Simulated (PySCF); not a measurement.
## Radial density of I²⁺ (iodine, charge +2)

B3LYP, [Kr] 4d10 5s1 5p4, 5s spin antiparallel (an excited configuration). Calculation: PySCF 2.14, in aug-cc-pVTZ-DK3 (8s7p5d2f, 68 functions); the spin-free X2C one-electron Hamiltonian (Gaussian nucleus).

```tsv
r (bohr)	4πr²ρ (e/bohr)	4πr²(ρα − ρβ)
0.0268	63.99	0.0155
0.0451	62.58	0.0393
0.0759	87.73	0.0019
0.128	69.99	-0.0020
0.215	72.29	0.0303
0.361	45.04	-0.0001
0.608	26.62	0.0799
1.02	16.46	-0.0722
1.72	4.346	0.4040
2.89	1.240	0.4057
4.87	0.03576	0.0152
```

Densities and radii are taken from the X2C orbitals without a picture-change correction, which distorts them close to the nucleus.

With the s spin flipped the determinant is a mixture of two multiplicities, not a spectroscopic state.
